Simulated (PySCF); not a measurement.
Frontier levels across methods

Species: C₂H₆OS₂Si.
Cartesian coordinates in Å at the PBE0-D3(BJ)/def2-SVP level; atoms count from 1:
```
atom  x, y, z in Å
O1     2.829   -0.553    0.333
Si2    1.561    0.349   -0.239
S3     0.111    1.031    1.188
C4    -1.190   -0.172    0.724
C5    -1.290   -0.317   -0.780
S6     0.305   -0.837   -1.514
H7     2.602   -1.400    0.730
H8     2.230    1.510   -0.869
H9    -0.985   -1.143    1.200
H10   -2.130    0.223    1.139
H11   -1.609    0.629   -1.242
H12   -2.018   -1.098   -1.048
```

Basis pcSseg-1 throughout (PySCF), one geometry. Isolated species at its PBE0-D3(BJ)/def2-SVP geometry (one conformer only).

**Question.** How do the orbital energies, the gap and the dipole change with the method?

**Answer.** 
```
   method                    kind  HOMO (eV)  LUMO (eV)  gap (eV)  μ (D)  SCF cycles
     BLYP                     GGA      -5.74      -0.95      4.79   2.48          15
    B97-D                     GGA      -5.90      -1.01      4.89   2.50          15
      PBE                     GGA      -5.93      -1.15      4.79   2.52          16
     OPBE                     GGA      -5.95      -1.06      4.89   2.50          16
      KT3                     GGA      -6.01      -1.16      4.84   2.42          16
      KT2                     GGA      -6.03      -1.26      4.77   2.48          16
     BP86                     GGA      -6.04      -1.23      4.81   2.54          15
      LDA                     LDA      -6.05      -1.36      4.69   2.61          15
    B3LYP           global hybrid      -6.90      -0.40      6.50   2.55          13
    B97-2           global hybrid      -6.94      -0.26      6.67   2.58          14
     PBE0           global hybrid      -7.18      -0.24      6.94   2.60          14
 mPW1PW91           global hybrid      -7.21      -0.24      6.97   2.59          13
BHandHLYP           global hybrid      -8.25       0.80      9.05   2.62          12
CAM-B3LYP  range-separated hybrid      -8.46       0.91      9.37   2.56          12
  wB97X-D  range-separated hybrid      -9.05       1.52     10.57   2.58          14
  LC-wPBE  range-separated hybrid      -9.90       2.02     11.92   2.57          13
       HF            Hartree–Fock      -9.99       3.25     13.25   2.74          10
```

The HOMO spans 4.25 eV, from BLYP down to HF, and the gap runs from 4.69 eV (LDA) to 13.25 eV (HF). Over the methods BLYP (0 %), B97-D (0 %), PBE (0 %), OPBE (0 %), KT3 (0 %), KT2 (0 %), BP86 (0 %), LDA (0 %), B3LYP (20 %), B97-2 (21 %), PBE0 (25 %), mPW1PW91 (25 %), BHandHLYP (50 %), HF (100 %), a straight line through the gap against the share of exact exchange rises by 0.85 eV for each 10 % (correlation coefficient 1.000). The dipole ranges from 2.42 D (KT3) to 2.74 D (HF). This basis has no diffuse functions.
